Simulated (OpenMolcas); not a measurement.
**How methods differ on Ge2H6 (digermane)**

Ge2H6: 8 atoms, total charge 0, spin state singlet. SMILES: `[GeH3][GeH3]`. The shape is that of a PBE0-D4/def2-TZVP optimisation.

```xyz
8

Ge   -0.5692    0.2819   -1.0299
Ge    0.5692   -0.2819    1.0299
H    -0.3605   -0.8252   -2.0758
H    -2.0775    0.4423   -0.7801
H    -0.0232    1.6020   -1.5979
H     0.3674    0.8291    2.0731
H     2.0763   -0.4505    0.7785
H     0.0175   -1.5977    1.6022
```

Each level gives the HOMO–LUMO gap (eV). The values are calculated.

| level | kind | program | value (eV) | CPU time |
| --- | --- | --- | --- | --- |
| PBE/6-31G* (spherical functions) | GGA | OpenMolcas | 6.62 | 44 s |
| revPBE/6-31G* (spherical functions) | GGA | OpenMolcas | 6.66 | 44 s |
| M06-L/6-31G* (spherical functions) | meta-GGA | OpenMolcas | 7.40 | 55 s |
| TPSS/6-31G* (spherical functions) | meta-GGA | OpenMolcas | 6.96 | 59 s |
| r2SCAN/6-31G* (spherical functions) | meta-GGA | OpenMolcas | 7.33 | 54 s |
| BHLYP/6-31G* (spherical functions) | global hybrid | OpenMolcas | 10.26 | 44 s |
| M06-2X/6-31G* (spherical functions) | hybrid meta-GGA | OpenMolcas | 10.32 | 58 s |
| B3LYP/6-31G* (Cartesian functions) | global hybrid | OpenMolcas | 8.00 | 50 s |

All-electron rows without a relativistic Hamiltonian named are non-relativistic. The values span 6.62 to 10.32 eV. Orbital gaps aren't excitation energies; they tend to grow with the share of exact exchange. CPU times are rough (shared hosts, several kinds of processor): they show what a rung costs within a factor of a few.
